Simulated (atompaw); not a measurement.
Cu (Z = 29): PAW (atompaw) pseudisation with PBE, scalar-relativistic reference atom.

Input for atompaw 4.2.0.5:

```
Cu 29
GGA-PBE scalarrelativistic loggrid 1500 logderivrange -2 5 176
4 4 3 0 0 0
4 0 1
4 1 0
0 0 0
c
c
c
v
c
c
v
v
2
3.00 2.80 2.75 1.75
y
3.3
n
y
0.75
n
y
0.2
n
custom rrkj gramschmidtortho sinc
bessel
3.00
3.00
3.00
3.00
1.15
1.15
PWSCFOUT
UPFDX 0.0125d0 UPFXMIN -7.d0 UPFZMESH 29.d0
END
```

Command:

```bash
atompaw < Cu.input > Cu.log
```

Output (summary file):

```
Completed calculations for Cu (AE)

 Exchange-correlation type: GGA, Perdew-Burke-Ernzerhof

 Radial integration grid is logarithmic
 r0 =   2.8831811E-04 h =   8.3612251E-03   n =      1500 rmax =   8.0000000E+01

 Scalar relativistic calculation

 AEatom converged in  38 iterations
   nz     =  29.00
   delta  =       7.356348099159E-17

 All Electron Orbital energies:
  n  l      occupancy      energy
  1  0      2.0000000E+00 -6.5054903E+02
  2  0      2.0000000E+00 -7.8090464E+01
  3  0      2.0000000E+00 -8.4306053E+00
  4  0      1.0000000E+00 -3.3883346E-01
  2  1      6.0000000E+00 -6.7396579E+01
  3  1      6.0000000E+00 -5.3024977E+00
  4  1      0.0000000E+00 -5.1232740E-02
  3  2      1.0000000E+01 -3.7034877E-01

 Total energy
   Total                    :    -3309.69835494030622

 ---
 Completed calculations for Cu (SC)

 Exchange-correlation type: GGA, Perdew-Burke-Ernzerhof

 Radial integration grid is logarithmic
 r0 =   2.8831811E-04 h =   8.3612251E-03   n =      1500 rmax =   8.0000000E+01

 Scalar relativistic calculation

 SCatom converged in   1 iterations
   nz     =  29.00
   delta  =       7.314026000151E-17

 Valence Electron Orbital energies:
  n  l      occupancy      energy
   4  0      1.0000000E+00 -3.3883346E-01
   4  1      0.0000000E+00 -5.1232740E-02
   3  2      1.0000000E+01 -3.7034877E-01

 Total energy
   Total                    :    -3309.69835494029940
   Valence                  :     -212.94093359113864

 PAW parameters:
       lmax =            2
         rc =    3.0172157082819684
        irc =         1108
   rc_shape =    2.8219779622487420
    rc_vloc =    2.7520656460152946
    rc_core =    1.7520487742304323
   Vloc: truncated form - Vps(r)=A.sin(qr)/r for r<rc
   Projector type: RRKJ pseudization + Gram-Schmidt ortho.
   Sinc^2 compensation charge shape zeroed at   2.8220E+00

 Number of basis functions     6
 No.   n  nodes  l      Energy         Cp coeff         Occ
  1    4    3    0   -0.3388335E+00  0.1000000E+01  0.1000000E+01
  2  999    4    0    0.3300000E+01  0.5288511E+00  0.0000000E+00
  3    4    2    1   -0.5123274E-01  0.1000000E+01  0.0000000E+00
  4  999    3    1    0.7500000E+00 -0.3159949E+01  0.0000000E+00
  5    3    0    2   -0.3703488E+00  0.1000000E+01  0.1000000E+02
  6  999    1    2    0.2000000E+00  0.2231724E-01  0.0000000E+00

 Eigenvalues of overlap operator (in the basis of projectors):
    1        5.83039111E-02
    2        8.57664580E-02
    3        4.00562913E-01
    4        9.12360705E-01
    5        6.73243216E+00
    6        8.02852875E+02

 Orbital leakage outside PAW augmentation regions
   orb  is_core?  %out_of_sphere
   1 0    T           0.00
   2 0    T          -0.00
   3 0    T           0.00
   4 0    F          40.14
   2 1    T          -0.00
   3 1    T           0.00
   4 1    F          80.62
   3 2    F           2.11

 Summary of PAW energies
   Total valence energy     :   -212.94093456899532
   Smooth energy            :     56.65313612767669
   One center               :   -269.59407069667202
   Smooth kinetic           :     67.37213865524087
   Vloc energy              :     -1.54829138335270
   Smooth exch-corr         :    -10.57974455320294
   One-center xc            :   -124.48748960731953
```

The run took about 7.1 s on one core of a shared server CPU.
